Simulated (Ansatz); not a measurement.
`N=C1OB1[SiH3]`. Total charge 0; spin multiplicity 1. All single points use the PBE0-D4/def2-TZVP geometry. It is one conformer, not always the lowest.

```xyz
9

N     1.972    1.975    0.617
C     1.026    1.182    0.491
O    -0.139    1.090    1.310
B    -0.079    0.199    0.281
Si   -1.173   -1.290   -0.494
H     2.668    1.816   -0.107
H    -0.357   -2.531   -0.468
H    -2.427   -1.492    0.274
H    -1.492   -0.949   -1.905
```

Problem. What is the dipole moment at r2SCAN/def2-TZVPP? (An estimate is asked.)

Solution. Ansatz gave: 2.93 D, with components (-0.43, -2.11, -1.99) D in this frame, pointing from negative to positive charge.

Problem. And with PBE, B3LYP, ωB97M-V? (Estimate.)

Solution. Computed: PBE 2.78 D, B3LYP 3.07 D, ωB97M-V 3.13 D.

Problem. Give the Mulliken charges with r2SCAN, ωB97M-V, PBE in def2-TZVPP. (Estimate.)

Solution. Ansatz gave: 
```json
{"atom": "N1", "r2SCAN": "-0.26", "ωB97M-V": "-0.18", "PBE": "-0.16"}
{"atom": "C2", "r2SCAN": "0.28", "ωB97M-V": "0.26", "PBE": "0.19"}
{"atom": "O3", "r2SCAN": "-0.20", "ωB97M-V": "-0.21", "PBE": "-0.13"}
{"atom": "B4", "r2SCAN": "-0.02", "ωB97M-V": "0.00", "PBE": "-0.06"}
{"atom": "Si5", "r2SCAN": "0.19", "ωB97M-V": "0.02", "PBE": "0.08"}
{"atom": "H6", "r2SCAN": "0.18", "ωB97M-V": "0.14", "PBE": "0.18"}
{"atom": "H7", "r2SCAN": "-0.05", "ωB97M-V": "-0.01", "PBE": "-0.03"}
{"atom": "H8", "r2SCAN": "-0.05", "ωB97M-V": "-0.01", "PBE": "-0.04"}
{"atom": "H9", "r2SCAN": "-0.05", "ωB97M-V": "-0.01", "PBE": "-0.03"}
```

B3LYP here is the variant with VWN-RPA as its local correlation; programs differ in this.
